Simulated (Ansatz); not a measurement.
C2H6BNSe can be A, `CB(N)C=[Se]`, or B, `BC/N=C/[SeH]`.

Computed with Ansatz on PBE0-D4/def2-TZVP structures; ΔE is electronic, products minus reactants. CCSD(T)/CBS adds triple-zeta CCSD(T) − MP2 to the extrapolated MP2 energy (def2 sets, frozen cores). Functionals use def2-TZVPP. B3LYP here is the variant with VWN-RPA as its local correlation; programs differ in this. For Se outer-core shells are correlated without core-valence functions, which leaves a few kJ/mol of doubt a bond. Scalar relativity is left out up to krypton. Each species was taken in one conformer, which may not be the lowest.

Q: Which is lower in electronic energy at CCSD(T)/CBS, and by how much? (Estimate.)

A: The calculation gave: A, by 259.8 kJ/mol.

Q: Give E(B) − E(A) in kJ/mol with CCSD/def2-TZVPP, B2PLYP, CCSD(T)/def2-TZVPP, r2SCAN-D4, B3LYP-D4, HF/def2-TZVPP, PBE-D4. (Best estimate.)

A: Computed: CCSD/def2-TZVPP 249.0, B2PLYP 249.2, CCSD(T)/def2-TZVPP 253.2, r2SCAN-D4 246.1, B3LYP-D4 243.2, HF/def2-TZVPP 226.0, PBE-D4 242.0. None reverses the order clearly.

Largest T1 diagnostic: 0.014.

In def2-TZVPP, CCSD(T) changes the Hartree–Fock value by +27.2 kJ/mol (the triples alone add +4.2 kJ/mol) and MP2 by +34.3 kJ/mol.
